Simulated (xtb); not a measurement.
methyltin triiodide (CH3I3Sn), SMILES [CH3][Sn]([I])([I])[I]. All values are semi-empirical tight-binding results from xtb (GFN2-xTB unless named), good for trends rather than for accurate numbers. Coordinates come from a GFN2-xTB optimisation.

For metal compounds this method's bond lengths and energies can be far off.

point group as xtb finds it: C3
orbital gap: 1.83 eV
zero-point energy: 22.8 kcal/mol
G − E(el) at 298.15 K (modified RRHO): -2.6 kcal/mol
